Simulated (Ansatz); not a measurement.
`[SiH3][SiH2][SiH2][GeH3]` and `[GeH3][SiH2][SiH2][SiH2][GeH2][GeH3]` differ in one atom or group.

Ansatz, PBE0-D4/def2-TZVP geometries, multiplicity 1. Each molecule was computed in one conformer, which needn't be the lowest.

Scalar relativity is left out up to krypton.

```json
{"property": "HOMO energy (PBE0/def2-TZVPP) / eV", "`[SiH3][SiH2][SiH2][GeH3]`": "-7.90"}
{"property": "size of the dipole moment (PBE/def2-TZVPP) / D", "`[SiH3][SiH2][SiH2][GeH3]`": "0.16"}
{"property": "HOMO energy (B3LYP/def2-TZVPP) / eV", "`[SiH3][SiH2][SiH2][GeH3]`": "-7.69"}
{"property": "HOMO energy (PBE/def2-TZVPP) / eV", "`[SiH3][SiH2][SiH2][GeH3]`": "-6.87"}
{"property": "HOMO–LUMO gap (B3LYP/def2-TZVPP) / eV", "`[SiH3][SiH2][SiH2][GeH3]`": "7.20"}
{"property": "LUMO energy (B3LYP/def2-TZVPP) / eV", "`[SiH3][SiH2][SiH2][GeH3]`": "-0.50"}
```

(1) Give the same properties after the change, and the shifts. (Best estimate.)

## Answers

(1) The calculation gave: 
| property | `[GeH3][SiH2][SiH2][SiH2][GeH2][GeH3]` | shift |
| --- | --- | --- |
| HOMO energy (PBE0/def2-TZVPP) / eV | -7.76 | 0.14 |
| size of the dipole moment (PBE/def2-TZVPP) / D | 0.14 | -0.02 |
| HOMO energy (B3LYP/def2-TZVPP) / eV | -7.55 | 0.14 |
| HOMO energy (PBE/def2-TZVPP) / eV | -6.76 | 0.11 |
| HOMO–LUMO gap (B3LYP/def2-TZVPP) / eV | 6.87 | -0.33 |
| LUMO energy (B3LYP/def2-TZVPP) / eV | -0.69 | -0.19 |

With PBE0 the HOMO rises by 0.14 eV and the LUMO falls by 0.22 eV, so the gap narrows by about 0.36 eV. PBE moves the HOMO by 0.11 eV and ωB97M-V by 0.15 eV. Dipoles are sizes alone; their direction can turn.

B3LYP here is the variant with VWN-RPA as its local correlation; programs differ in this.
